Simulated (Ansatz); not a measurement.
Cost and result up the ladder for Si(vinyl)3Br (C₆H₉BrSi) (17 atoms). The state is a singlet with charge 0. Geometry: r2SCAN-D4/def2-SVP.

Cartesian coordinates in Å:
```
Si -0.066 -0.003 0.051
C 0.753 1.668 0.219
C 0.368 2.663 1.031
H 1.636 1.836 -0.418
H -0.503 2.561 1.691
H 0.905 3.618 1.072
C 1.147 -1.351 0.503
C 1.011 -2.242 1.495
H 2.057 -1.404 -0.116
H 0.130 -2.243 2.148
H 1.773 -3.005 1.697
C -0.655 -0.247 -1.705
C -1.921 -0.451 -2.097
H 0.126 -0.217 -2.482
H -2.746 -0.492 -1.376
H -2.186 -0.587 -3.153
Br -1.830 -0.103 1.441
```

Ansatz; hardware A = 2 threads of AMD EPYC 7R13 on a shared host and a share (18 GiB) of an NVIDIA H100 80GB HBM3; B = 2 threads of AMD EPYC 7R13 on a shared host. Times are rough, and most runs start from the orbitals of an earlier one. PBE0-D4/def2-TZVPD serves as the yardstick here, not as an exact answer. Differences are given only for rows in sets of like size (and for xTB, whose basis is part of the method), since another set adds its own error. Binding counts from free atoms at the same level (Si triplet, C triplet, H doublet, Br doublet; other spins of the atoms weren't run), without zero-point energy or a counterpoise term.

Correlated methods freeze 20 core orbitals; core or outer-core shells of Br are correlated, in sets that lack core-valence functions. The rows differ in basis, and correlated rows in double-zeta sets carry the largest basis error.

Run but left out: HF/STO-3G (restricted singlet, unstable in another Hartree–Fock run and untested here).

Correlated methods converge slowly with the basis, most of all in double-zeta sets.

```tsv
level	functions	wall time
MP2/def2-TZVP [A]	325	2.6 s
PBE-D4/def2-TZVPD [A]	403	2.8 s
r2SCAN-D4/def2-TZVP [A]	325	3 s
PBE0-D4/def2-TZVPD [A]	403	3.2 s
LDA (SPW92)/def2-TZVP [A]	325	3.2 s
PBE-D4/def2-TZVP [A]	325	3.7 s
B97M-V/def2-TZVP [A]	325	4 s
PBE-D4/def2-SVP [B]	179	4.7 s
PBE0-D4/def2-TZVP [A]	325	4.9 s
CCSD(T)/def2-SVP [A]	179	5.5 s
PBE0-D4/def2-SVP [B]	179	8 s
```

(1) Estimate what each level gives for the binding energy per atom (eV).

## Answers

(1) 
| level | binding energy per atom (eV) | difference from PBE0-D4/def2-TZVPD (eV) | remarks |
| --- | --- | --- | --- |
| MP2/def2-TZVP [A] | 4.21 | -0.10 | restricted SCF unstable in HF |
| PBE-D4/def2-TZVPD [A] | 4.38 | 0.07 | – |
| r2SCAN-D4/def2-TZVP [A] | 4.29 | -0.02 | – |
| PBE0-D4/def2-TZVPD [A] | 4.31 | 0.00 | – |
| LDA (SPW92)/def2-TZVP [A] | 4.86 | 0.55 | – |
| PBE-D4/def2-TZVP [A] | 4.38 | 0.07 | – |
| B97M-V/def2-TZVP [A] | 4.28 | -0.03 | – |
| PBE-D4/def2-SVP [B] | 4.41 | – | – |
| PBE0-D4/def2-TZVP [A] | 4.31 | 0.00 | – |
| CCSD(T)/def2-SVP [A] | 4.09 | – | restricted SCF unstable |
| PBE0-D4/def2-SVP [B] | 4.34 | – | – |
